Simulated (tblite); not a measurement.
Compound: CH10Si3.
Atom-mapped SMILES: `[CH3:1][SiH:2]([SiH3:3])[SiH3:4]` (hydrogens: H5, H6, H7 on C1; H8 on Si2; H9, H10, H11 on Si3; H12, H13, H14 on Si4)

Computed with GFN2-xTB (tblite), gas phase: L-BFGS steps from a force-field or distance-geometry start until the largest atomic force falls under 0.01 eV/Å.

Step 45: E = -337.1938 eV
```
atom  x, y, z in Å  |  force x, y, z in eV/Å
C1      0.1121    1.7862   -0.8254    0.002  -0.013   0.014
Si2    -0.0778    0.2780    0.3296   -0.025  -0.008   0.082
Si3    -1.9743   -0.9240   -0.2703    0.018   0.004   0.001
Si4     1.9105   -0.9226    0.3708   -0.012   0.004  -0.009
H5     -0.7763    2.4093   -0.8132   -0.040   0.022  -0.007
H6      0.9494    2.4104   -0.5298    0.036   0.018   0.009
H7      0.2814    1.4785   -1.8525    0.005  -0.014  -0.044
H8     -0.3005    0.8753    1.6711    0.008  -0.019  -0.041
H9     -3.2186   -0.1502   -0.2780   -0.011   0.010   0.001
H10    -1.8568   -1.5028   -1.6126    0.001  -0.003  -0.003
H11    -2.1947   -2.0457    0.6467   -0.003  -0.002  -0.005
H12     1.8221   -2.0465    1.3062    0.006  -0.009   0.002
H13     3.0888   -0.1483    0.7691    0.014   0.010   0.004
H14     2.2340   -1.4981   -0.9387    0.001  -0.001  -0.003
```

Step 46: E = -337.1943 eV
```
atom  x, y, z in Å  |  force x, y, z in eV/Å
C1      0.1123    1.7760   -0.8243    0.000  -0.010   0.013
Si2    -0.0787    0.2729    0.3365   -0.026  -0.018   0.077
Si3    -1.9793   -0.9201   -0.2696    0.023   0.002   0.000
Si4     1.9149   -0.9187    0.3722   -0.014   0.004  -0.011
H5     -0.7761    2.3990   -0.8149   -0.039   0.029  -0.009
H6      0.9501    2.4009   -0.5320    0.035   0.022   0.009
H7      0.2813    1.4628   -1.8499    0.005  -0.012  -0.043
H8     -0.3012    0.8716    1.6769    0.008  -0.016  -0.038
H9     -3.2186   -0.1384   -0.2795   -0.013   0.011   0.003
H10    -1.8594   -1.4918   -1.6147    0.000  -0.006  -0.005
H11    -2.2111   -2.0455    0.6399   -0.001   0.000  -0.004
H12     1.8384   -2.0458    1.3045    0.005  -0.010   0.006
H13     3.0883   -0.1353    0.7674    0.015   0.008   0.006
H14     2.2383   -1.4882   -0.9398    0.002  -0.003  -0.005
```

Q: Estimate the geometry and energy of step 47. (The exact step hangs on the optimiser's Hessian estimate; all steps are aligned on step 46, rigid shifts and turns removed.)

A: E = -337.1946 eV, largest force 0.047 eV/Å
```
atom  x, y, z in Å  |  force x, y, z in eV/Å
C1      0.1124    1.7682   -0.8230   -0.002  -0.004   0.006
Si2    -0.0802    0.2694    0.3442   -0.015  -0.018   0.041
Si3    -1.9824   -0.9170   -0.2687    0.016   0.000  -0.001
Si4     1.9176   -0.9155    0.3732   -0.009   0.001  -0.007
H5     -0.7764    2.3916   -0.8173   -0.021   0.022  -0.008
H6      0.9513    2.3942   -0.5343    0.019   0.013   0.006
H7      0.2811    1.4489   -1.8474    0.002  -0.005  -0.024
H8     -0.3018    0.8695    1.6823    0.004  -0.006  -0.017
H9     -3.2182   -0.1294   -0.2811   -0.010   0.009   0.005
H10    -1.8603   -1.4830   -1.6160    0.002  -0.008  -0.006
H11    -2.2236   -2.0459    0.6339    0.000   0.002  -0.002
H12     1.8512   -2.0459    1.3025    0.005  -0.006   0.006
H13     3.0879   -0.1253    0.7655    0.010   0.003   0.007
H14     2.2406   -1.4803   -0.9409    0.000  -0.002  -0.005
```

The energy changes by -0.0003 eV. The first-order estimate −F·Δx gives -0.0004 eV and the mean of the old and new forces, exact on a quadratic surface, -0.0003 eV. The step makes an angle of 84° with the force vector and moves no atom by more than 0.014 Å.

What follows is the cost of the whole relaxation. On one thread, Arm Neoverse V1 (aarch64), shared host with 32 logical CPUs at a one-minute load of 15, this took 0.32 s of wall time.
